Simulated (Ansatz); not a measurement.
Reaction (cleavage of the Si–B bond): `OB([SiH3])Cl` + `CC(O)O` → `CC(O)O[SiH3]` + `OBCl`

Calculated with Ansatz (gas phase, PBE0-D4/def2-TZVP geometries, no zero-point term in ΔE). CBS: MP2 limit from def2 TZ/QZ plus the TZ coupled-cluster correction, frozen cores. This one scheme is used for every species. One conformer a species, not always the lowest.

```tsv
species	HF/CBS(def2) energy (Eh)
`OB([SiH3])Cl`	-850.49196
`CC(O)O`	-229.06737
`CC(O)O[SiH3]`	-519.22116
`OBCl`	-560.38351
```

(1) Work out ΔE.

Largest T1 diagnostic among the species: 0.013.

Results:

(1) ΔE = (-519.22116) + (-560.38351) − (-850.49196) − (-229.06737) = -0.04534 Eh = -119.0 kJ/mol. CCSD(T)/CBS gives -96.0 kJ/mol.

From PBE to PBE0 (25 % exact exchange), in def2-TZVPP and without D4, ΔE moves by −7.0 kJ/mol. In def2-TZVPP, CCSD(T) changes the Hartree–Fock value by +20.8 kJ/mol (the triples alone add +2.6 kJ/mol) and MP2 by +13.3 kJ/mol.
